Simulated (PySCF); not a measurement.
C2H6Cl2Si, SMILES C[Si](C)(Cl)Cl. Atoms are numbered in the order given.

```xyz
11

C      0.0000     1.5681     1.3463
Si     0.0000     0.0000     0.3375
C      0.0000    -1.5681     1.3463
Cl     1.6807     0.0000    -0.8886
Cl    -1.6807     0.0000    -0.8886
H     -0.8952     1.6105     1.9877
H      0.0000     2.4515     0.6898
H      0.8952     1.6105     1.9877
H      0.0000    -2.4515     0.6898
H     -0.8952    -1.6105     1.9877
H      0.8952    -1.6105     1.9877
```

Coordinates come from a TPSSh-D3(BJ)/def2-SVP optimisation. The isomer is the one that the SMILES or the coordinates give; other isomers of the formula were not compared.

Method: PBE/pcSseg-1 run with PySCF.

GIAO shieldings, no solvent; atoms alike by connectivity are averaged. δ = σ(ref) − σ: ¹³C against TMS (σ = 182.0 ppm); ²⁹Si against TMS (σ = 335.4 ppm); ³⁵Cl against HCl (σ = 936.5 ppm); ¹H against TMS (σ = 31.49 ppm), references at their B3LYP-D3(BJ)/def2-TZVP geometries, non-relativistic (without spin–orbit terms, shifts of atoms bonded to Cl or Br come out too high).

```csv
nucleus,atoms,count,δ (ppm)
¹³C,"C1, C3",2,11.1
²⁹Si,Si2,1,58.5
³⁵Cl,"Cl4, Cl5",2,104.8
¹H,"H6, H7, H8, H9, H10, H11",6,0.95
```
